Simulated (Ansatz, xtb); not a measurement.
# Ligand exchange: GaH(CH3)F + C4H10S → GaH(CH3)(SH) + C4H9F

Gas-phase species: GaH(CH3)F, singlet; C4H10S (isobutyl mercaptan) `CC(C)CS`, singlet; GaH(CH3)(SH), singlet; C4H9F `CC(C)CF`, singlet. The partners trade F for SH: Ga–F and C–SH bonds give way to Ga–SH and C–F.

Shapes, held fixed at every level: PBE0-D4/def2-TZVP. Flexible molecules stand in one conformer, not always the lowest. Programs: Ansatz 0.2.0, xtb 6.7.1. Electronic energies: no zero-point or thermal term.

| level | kind | ΔE (kJ/mol) | less CCSD(T)/def2-TZVPP |
| --- | --- | --- | --- |
| GFN0-xTB | semi-empirical | +3.3 | -21.5 |
| HF/def2-TZVPP | Hartree–Fock | +13.7 | -11.1 |
| r2SCAN-D4/def2-TZVPP | meta-GGA | +20.2 | -4.6 |
| B3LYP-D4/def2-TZVPP | global hybrid | +22.2 | -2.6 |
| wB97M-V/def2-TZVPP | range-separated hybrid | +23.2 | -1.6 |
| wB97X-V/def2-TZVPP | range-separated hybrid | +23.9 | -0.9 |
| B2PLYP/def2-TZVPP | double hybrid | +24.9 | +0.1 |
| MP2/def2-TZVPP | perturbation theory | +34.3 | +9.5 |
| CCSD(T)/def2-TZVPP | coupled cluster or CI | +24.8 | 0.0 |

The highest level, CCSD(T)/def2-TZVPP, gives ΔE = +24.8 kJ/mol; the levels span +3.3 to +34.3. The column of differences is taken from that level and isn't an error. No measured value is set beside it here. Relativity is left out for Ga. Outer-core shells of Ga are correlated, in sets that cover them unevenly.
